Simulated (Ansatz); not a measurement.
Reaction (cleavage of the As–Si bond): `[SiH3][AsH2]` + NH₃ → `N[AsH2]` + SiH₄

Calculated with Ansatz (gas phase, PBE0-D4/def2-TZVP geometries, no zero-point term in ΔE). CCSD(T)/CBS adds triple-zeta CCSD(T) − MP2 to the extrapolated MP2 energy (def2 sets, frozen cores). This one scheme is used for every species. DFT in def2-TZVPP. HSE06 is defined as in plane-wave codes. For As outer-core shells are correlated without core-valence functions, which leaves a few kJ/mol of doubt a bond. Scalar relativity is left out up to krypton.

`[SiH3][AsH2]`:

```xyz
7

Si    0.779   -0.116   -0.349
As   -1.484   -0.492    0.227
H     0.879   -0.064   -1.831
H     1.582   -1.264    0.146
H     1.330    1.142    0.218
H    -1.862    0.947   -0.099
H    -1.224   -0.153    1.688
```

NH₃:

Z-matrix (Å, degrees):
```
N
H 1 1.013
H 1 1.013 2 107.1
H 1 1.013 2 107.1 3 -114.5
```

`N[AsH2]`:

Cartesian coordinates in Å:
```
N 0.237 -0.560 -0.740
As 0.561 0.593 0.675
H -0.732 -0.818 -0.862
H 0.582 -0.165 -1.604
H 0.134 -0.386 1.762
H -0.781 1.336 0.769
```

SiH₄:

Cartesian coordinates in Å:
```
Si 0.000 0.000 0.000
H -1.063 -0.719 0.746
H 0.514 1.120 0.827
H -0.560 0.536 -1.266
H 1.109 -0.938 -0.307
```

```csv
level,ΔE (kcal/mol),difference from CCSD(T)/CBS
LDA (SPW92),18.8,1.0
revPBE-D4,17.8,0.0
HSE06-D4,18.9,1.1
revPBE,18.0,0.2
PBE0,18.5,0.7
r2SCAN0,18.4,0.6
HSE06,18.5,0.7
CAM-B3LYP,15.0,-2.8
CCSD/def2-TZVPP,16.2,-1.6
MP2/CBS(def2),18.3,0.5
CCSD(T)/CBS,17.8,0
```

Largest T1 diagnostic among the species: 0.011.

At CCSD(T), def2-SVP lies −1.9 kcal/mol from the extrapolated value and def2-TZVPP −1.4 kcal/mol. In def2-TZVPP, CCSD(T) changes the Hartree–Fock value by +2.9 kcal/mol (the triples alone add +0.3 kcal/mol) and MP2 by +3.3 kcal/mol.
